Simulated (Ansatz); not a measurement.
Relaxation of C2H10InN (14 atoms, charge 0, multiplicity 1), to a largest force component of 0.03 eV/Å in at most 50 steps.

Method: Ansatz 0.2.0, RKS B3LYP/def2-SVP.

```xyz
14
Properties=species:S:1:pos:R:3
In 0.095 -0.302 -0.202
N 1.792 0.703 0.531
C -0.699 -1.850 1.111
C -0.477 0.338 -2.204
H -0.057 1.872 1.330
H -0.710 2.087 1.488
H 2.170 1.544 0.102
H 2.102 0.622 1.497
H 0.036 -2.110 1.885
H -0.946 -2.750 0.531
H -1.616 -1.486 1.599
H 0.232 -0.093 -2.926
H -0.431 1.433 -2.292
H -1.490 -0.008 -2.450
```

Problem. Where does it end, and by what steps?

Solution. It converged. The force dipped under the threshold on the way, but the program's further checks kept it going. After 22 steps the energy has fallen by 0.242 eV; H6 moved furthest, 1.80 Å.

| step | energy less start (eV) | largest force component (eV/Å) | accepted |
| --- | --- | --- | --- |
| 0 | 0.0000 | 2.433 | yes |
| 1 | -0.1480 | 0.158 | yes |
| 2 | -0.1766 | 0.136 | yes |
| 3 | -0.1878 | 0.157 | yes |
| 4 | -0.1957 | 0.282 | yes |
| 5 | -0.2015 | 0.447 | yes |
| 6 | -0.2086 | 0.355 | yes |
| 7 | -0.2185 | 0.039 | yes |
| 8 | -0.2250 | 0.166 | yes |
| 9 | -0.2287 | 0.265 | yes |
| 10 | -0.2291 | 0.348 | yes |
| 11 | -0.2345 | 0.180 | yes |
| 12 | -0.2370 | 0.079 | yes |
| 13 | -0.2387 | 0.110 | yes |
| 14 | -0.2396 | 0.109 | yes |
| 15 | -0.2404 | 0.080 | yes |
| 16 | -0.2407 | 0.062 | yes |
| 17 | -0.2409 | 0.025 | yes |
| 18 | -0.2411 | 0.024 | yes |
| 19 | -0.2403 | 0.121 | no |
| 20 | -0.2413 | 0.018 | yes |
| 21 | -0.2414 | 0.056 | yes |
| 22 | -0.2415 | 0.014 | yes |

```xyz
14
Properties=species:S:1:pos:R:3
In 0.037 -0.480 -0.330
N 1.220 0.878 0.662
C -0.613 -2.174 0.883
C -0.452 0.075 -2.383
H 0.207 2.852 1.987
H 0.002 3.462 2.401
H 1.721 1.624 0.185
H 1.680 0.668 1.545
H -0.053 -2.206 1.830
H -0.458 -3.119 0.340
H -1.687 -2.078 1.107
H 0.066 -0.598 -3.084
H -0.136 1.109 -2.584
H -1.535 -0.012 -2.559
```

Whether the end is a true minimum wasn't checked by a vibrational analysis.

Time of the run: 75 s on 2 threads of Intel(R) Xeon(R) CPU @ 2.80GHz (Skylake/Cascade Lake), with other jobs on the host, peak memory 0.31 GiB.
